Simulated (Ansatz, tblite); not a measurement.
Cost and result up the ladder for the cluster Ge₂C (3 atoms). Charge 0, multiplicity 1. Geometry: r2SCAN-D4/def2-TZVP.

Cartesian coordinates in Å:
```
Ge 1.167 0.886 -0.630
Ge -1.467 -0.472 0.408
C 0.301 -0.414 0.221
```

Ansatz on 4 threads of Arm Neoverse V1 on a shared host; xTB runs through tblite on one thread. Times are rough, summed over both states, and most runs start from the orbitals of an earlier one. RPA@PBE/def2-TZVP serves as the yardstick here, not as an exact answer. Differences are given only for rows in sets of like size (and for xTB, whose basis is part of the method), since another set adds its own error. The other state is a quintet at its own geometry.

The xTB rows come from tblite. B3LYP takes the VWN-RPA correlation. HSE06 is defined as in plane-wave codes, on full-range PBE exchange. Correlated methods freeze 19 core orbitals; core or outer-core shells of Ge are correlated, in sets that lack core-valence functions. At PBE0-D4/def2-TZVP a singlet of charge 0 lies 3.69 eV below the quintet, each at its own geometry. The structure comes from a short search, and lower isomers may exist.

Correlated methods converge slowly with the basis.

xTB has no spin-polarisation term.

```json
{"level": "GFN1-xTB", "functions": "22", "wall time": "0.004 s"}
{"level": "GFN2-xTB", "functions": "22", "wall time": "0.004 s"}
{"level": "HF/STO-3G", "functions": "41", "wall time": "0.85 s"}
{"level": "PBE-D4/def2-TZVP", "functions": "127", "wall time": "2.1 s"}
{"level": "BLYP-D4/def2-TZVP", "functions": "127", "wall time": "2.3 s"}
{"level": "B3LYP-D4/def2-TZVP", "functions": "127", "wall time": "3.1 s"}
{"level": "RPA@PBE/def2-TZVP", "functions": "127", "wall time": "3.3 s"}
{"level": "HSE06-D4/def2-TZVP", "functions": "127", "wall time": "3.3 s"}
{"level": "MP2/def2-TZVP", "functions": "127", "wall time": "5.5 s"}
{"level": "r2SCAN-D4/def2-TZVP (with forces)", "functions": "127", "wall time": "6.2 s"}
{"level": "PBE0-D4/def2-TZVP", "functions": "127", "wall time": "9.6 s"}
```

Task: Estimate what each level gives for the quintet − singlet (eV).

Result: 
```tsv
level	quintet − singlet (eV)	difference from RPA@PBE/def2-TZVP (eV)
GFN1-xTB	4.83	1.01
GFN2-xTB	4.93	1.11
HF/STO-3G	2.78	–
PBE-D4/def2-TZVP	3.77	-0.04
BLYP-D4/def2-TZVP	3.82	0.00
B3LYP-D4/def2-TZVP	3.81	-0.01
RPA@PBE/def2-TZVP	3.82	0.00
HSE06-D4/def2-TZVP	3.66	-0.16
MP2/def2-TZVP	4.99	1.17
r2SCAN-D4/def2-TZVP (with forces)	3.56	-0.26
PBE0-D4/def2-TZVP	3.69	-0.13
```
